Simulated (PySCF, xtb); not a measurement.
C3H10OSi2, SMILES C[Si@H]1CO[C@H]1[SiH3].

Harmonic wavenumbers (cm⁻¹) from GFN2-xTB in xtb 6.7.1 at its own minimum, in rising order: 64, 95, 107, 126, 168, 186, 247, 484, 490, 526, 556, 615, 655, 714, 725, 761, 777, 795, 805, 818, 834, 887, 958, 1015, 1069, 1141, 1213, 1219, 1366, 1470, 1474, 1479, 2201, 2225, 2245, 2282, 2874, 2896, 2934, 3042, 3045, 3049.

**Question.** What does PBE0-D3(BJ)/def2-SVP (PySCF 2.14.0) give at its own minimum? (Estimate from the structure and the level; the computed values follow.)

**Answer.** 37, 108, 153, 172, 194, 205, 264, 480, 508, 587, 610, 632, 700, 712, 776, 810, 831, 854, 900, 925, 937, 941, 964, 1042, 1092, 1178, 1239, 1260, 1264, 1424, 1427, 1461, 2210, 2214, 2227, 2237, 3041, 3051, 3057, 3099, 3158, 3171. Paired by order, the mean absolute difference is 51 cm⁻¹ and the zero-point energies are 72.4 and 74.6 kcal/mol.
